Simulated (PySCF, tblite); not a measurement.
Compound: C₅H₁₄O₂Si.
Geometry (GFN2-xTB, Å), atoms numbered from 1 in this order:
```
atom  x, y, z in Å
C1     3.852    0.373    0.136
C2     2.582   -0.462    0.194
O3     1.811   -0.223   -0.952
Si4    0.287   -0.628   -1.278
O5    -0.624   -0.102   -0.048
C6    -2.004   -0.208    0.181
C7    -2.300    0.409    1.546
C8    -2.798    0.483   -0.923
H9     3.599    1.429    0.091
H10    4.460    0.188    1.018
H11    4.423    0.116   -0.753
H12    2.003   -0.208    1.089
H13    2.832   -1.530    0.240
H14    0.100   -2.078   -1.423
H15    0.098    0.097   -2.526
H16   -2.273   -1.275    0.197
H17   -1.715   -0.091    2.314
H18   -3.355    0.310    1.783
H19   -2.030    1.462    1.538
H20   -2.594    0.005   -1.878
H21   -3.862    0.424   -0.714
H22   -2.502    1.527   -0.987
```

Jobs on this species (22 atoms, 74 electrons) with PySCF (density fitting) and tblite. Hardware of each: an Arm Neoverse N1 with one thread, no GPU, shared host. Other jobs ran on the host; a repeat could differ by tens of per cent or more.

```json
{"level and settings": "PBE0/pcSseg-1", "work": "shieldings, charges and field gradients, density and orbital grids written", "basis functions": "213", "SCF cycles": "?", "wall time": "?"}
{"level and settings": "GFN2-xTB", "work": "L-BFGS relaxation", "basis functions": "–", "SCF cycles": "–", "wall time": "2.4 s"}
{"level and settings": "GFN2-xTB", "work": "Hessian by finite differences", "basis functions": "–", "SCF cycles": "–", "wall time": "1.4 s"}
```

Question: Fill in the missing figures.

Answer: 
- PBE0/pcSseg-1; shieldings, charges and field gradients, density and orbital grids written: 84 s, 13 SCF cycles

Question: What do all jobs in the table cost together?

Answer: About 88 s; the longest takes about 96 % of that, and about 60 times as long as the shortest.
